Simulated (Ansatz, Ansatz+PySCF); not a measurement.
```xyz
2

B     0.0000    0.0000    0.0000
O     0.0000    0.0000    1.4000
```

Basis set: def2-SVP (spherical functions). Correlated methods keep 2 orbitals frozen. Correlation on ROHF uses semicanonical orbitals with singles. Charge 0, multiplicity 2.

Computed with Ansatz (development build ahead of 0.2.0); each method stands on the lowest determinant of its kind that the runs found.

The atomization energy at this shape (free ground-state atoms in the same class of orbitals less the molecule, no zero-point energy) of doublet BO:

| method | atomization energy |
| --- | --- |
| ROHF-MP2 | 7.82 eV |
| ROHF | 4.45 eV |
| UHF | 4.41 eV |

Task: What does UHF-MP2 give?

Result: 7.56 eV. Caution for ROHF-MP2, UHF-MP2: bonds are stretched, where a single reference can fail; forces differ strongly between restricted and unrestricted references. Caution for UHF-MP2, UHF: the unrestricted determinant is spin contaminated.
